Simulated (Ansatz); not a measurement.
This geometry of CH8AlFOSi (13 atoms, charge 0, multiplicity 1) is a first-order saddle point.

Theory: RKS PBE-D4/def2-SVP (Ansatz).

```xyz
13
Properties=species:S:1:pos:R:3
Al -0.684 0.038 -0.305
Si 1.074 -0.132 1.620
C 0.078 -0.272 -2.067
O -2.247 -0.586 0.058
H 0.040 1.454 0.847
F -0.632 1.944 0.176
H 2.358 -0.592 0.977
H 1.462 0.983 2.572
H 0.545 -1.241 2.495
H 0.359 -1.340 -2.178
H -0.656 -0.040 -2.867
H 0.990 0.333 -2.247
H -2.688 -0.550 0.919
```

Which two structures does it join? (They come from a converged band through this point; their orientation in space is the band's.)

Bonds broken: Al1–Si2, H5–F6. Bonds formed: Si2–H5. CH8AlFOSi becomes CH4AlFO + H4Si.

Initial state:

```xyz
13
Properties=species:S:1:pos:R:3
Al -0.607 -0.181 -0.278
Si 1.038 -0.378 1.593
C 0.002 -0.243 -2.130
O -2.265 -0.569 0.029
H 0.221 1.650 0.974
F -0.422 1.810 0.233
H 2.488 -0.686 1.313
H 1.135 1.138 1.980
H 0.682 -0.983 2.929
H 0.159 -1.296 -2.446
H -0.757 0.193 -2.812
H 0.959 0.294 -2.292
H -2.633 -0.750 0.907
```

Final state:

```xyz
13
Properties=species:S:1:pos:R:3
Al -0.857 0.575 -0.577
Si 1.103 -0.216 1.775
C -0.076 -0.233 -2.160
O -1.639 -0.416 0.609
H 0.963 0.566 0.473
F -1.125 2.239 -0.471
H 2.532 0.009 2.190
H 0.185 0.371 2.801
H 0.866 -1.667 1.514
H 0.248 -1.274 -1.955
H -0.812 -0.267 -2.990
H 0.801 0.343 -2.520
H -2.189 -0.030 1.309
```

How far does it lie above each of them?

16.4 kJ/mol above the first and 156.4 kJ/mol above the second. This is the barrier of this one path; another mechanism may lie lower. The orbitals stay closed-shell, which can raise the energy where a bond breaks towards radicals; this wasn't checked here.

Time of the run: 14 min on 2 threads of Intel(R) Xeon(R) Processor @ 2.50GHz (Skylake/Cascade Lake), with other jobs on the host, peak memory 0.18 GiB.
